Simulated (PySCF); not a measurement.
3-furaldehyde, C₅H₄O₂, SMILES O=Cc1ccoc1, point group Cs.

Force field and properties: PBE0/pcSseg-1 (PySCF, grid level 2). Vibrational terms come from second-order perturbation theory with semi-diagonal cubic constants, by steps of ±0.6 along the normal coordinates of each isotopologue. The parent has the commonest isotopes.

Equilibrium geometry (Å):

```
atom        x        y        z
  O1  -2.6775  -0.7876  -0.0009
  C2  -1.8868   0.1260   0.0145
  C3  -0.4341  -0.0398  -0.0058
  C4   0.5724   0.9811   0.0102
  C5   1.7585   0.3333  -0.0198
  O6   1.5624  -1.0118  -0.0532
  C7   0.2414  -1.2263  -0.0444
  H8  -2.2351   1.1829   0.0459
  H9   0.4208   2.0525   0.0401
 H10   2.7899   0.6551  -0.0226
 H11  -0.0901  -2.2546  -0.0679
```

Task: Give the equilibrium and ground-state rotational constants (MHz) of parent; ²H at 8.

Result: 
| species | Ae | Be | Ce | A0 | B0 | C0 | Δ0 (u Å²) | harmonic ZPE (cm⁻¹) |
| --- | --- | --- | --- | --- | --- | --- | --- | --- |
| parent | 8241.6 | 2002.8 | 1611.2 | 8182.5 | 1992.5 | 1602.4 | -0.013 | 17606 |
| ²H at 8 | 7927 | 1971.6 | 1578.9 | 7870.5 | 1961.2 | 1570.1 | -0.030 | 16927 |

Δ0 = Ic − Ia − Ib from the ground-state constants.

Task: How is the parent's vibrational correction B0 − Be made up?

Result: 
```csv
axis,harmonic,Coriolis,cubic,total (MHz)
a,8.69,-15.8,-52,-59.1
b,1.44,-0.945,-10.8,-10.3
c,0.459,-0.347,-8.99,-8.88
```

Task: And its quartic centrifugal distortion constants from the harmonic force field?

Result: Asymmetric top, A reduction, Ir representation: ΔJ = 0.143 kHz, ΔJK = 0.56 kHz, ΔK = 1.85 kHz, δJ = 0.0328 kHz, δK = 0.787 kHz.

A mode lies under 250 cm⁻¹, where this perturbation treatment is rough. Internal rotors are held in one well.
